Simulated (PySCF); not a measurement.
C4H13NSSi2.
Geometry (GFN2-xTB, Å), atoms numbered from 1 in this order:
```xyz
21
C4H13NSSi2 angstrom
C      0.322   -2.058    0.486
N      0.165   -0.774   -0.153
C     -1.096   -0.593   -0.843
C     -2.131    0.185   -0.021
Si    -1.719    2.044    0.062
S      0.310    2.313   -0.568
Si     1.142    0.547    0.349
C      2.934    0.344   -0.223
H      1.297   -2.105    0.962
H     -0.442   -2.231    1.252
H      0.257   -2.859   -0.255
H     -0.908   -0.061   -1.782
H     -1.486   -1.583   -1.096
H     -3.114    0.043   -0.470
H     -2.176   -0.249    0.979
H     -2.490    2.814   -0.903
H     -1.870    2.545    1.426
H      1.082    0.780    1.803
H      3.012    0.327   -1.306
H      3.543    1.165    0.139
H      3.358   -0.578    0.160
```

Probes without a nucleus sit at each ring's centroid and 1 Å off its mean plane on both sides; NICS is minus the shielding there, NICSzz its component along the normal. Level: GIAO PBE0/pcSseg-1 (PySCF, non-relativistic, gas phase) on the GFN2-xTB geometry, one conformer.

Ring bond lengths (Å), with Mayer bond orders in brackets: N2–C3 1.449 (0.94), C3–C4 1.533 (1.02), C4–Si5 1.906 (0.89), Si5–S6 2.141 (0.96), S6–Si7 2.157 (0.95), Si7–N2 1.718 (0.95).

Q: Give the NICS values of each ring in ppm.

A: 
```
               ring                                                         type  NICS(0)  NICS(1), two faces  NICS(1)zz, two faces  rms pucker (Å)  centre to ring atoms, mean (Å)
N2–C3–C4–Si5–S6–Si7  6-membered ring with N, S and 2 Si; formal bonds all single     -3.5         -3.4 / -2.7             2.8 / 2.5            0.39                            1.71
```

Q: What do they say, and how far can they be read as aromaticity?

A: 
- N2–C3–C4–Si5–S6–Si7: mean NICS(1)zz 2.6 ppm, near zero. C3, C4, Si5, Si7 have four or more neighbours; no verdict on aromaticity is drawn.

Q: At the second NICS(1) probe listed for ring N2–C3–C4–Si5–S6–Si7, 1 Å off the ring, what do the in-plane components average?

A: The isotropic value is a third of the trace: (3 × -2.7 − (2.5))/2 = -5.3 ppm.

Q: How shielded are the nuclei of the rings and their hydrogens (means over atoms taken as equivalent)?

A: 
```tsv
atoms	environment	σ isotropic (ppm)
N2	silicon-bound nitrogen	240.0
C3	sp3 carbon bound to nitrogen	138.6
C4	sp3 carbon bound to silicon	174.1
Si5	SiH2 silicon	379.0
S6	sulfur bonded to 2 Si	806.4
Si7	SiH silicon	359.6
H12	methylene hydrogen	27.94
H13	methylene hydrogen	29.15
H14	methylene hydrogen	30.93
H15	methylene hydrogen	30.70
H16	Si–H hydrogen	26.86
H17	Si–H hydrogen	26.77
H18	Si–H hydrogen	26.22
```
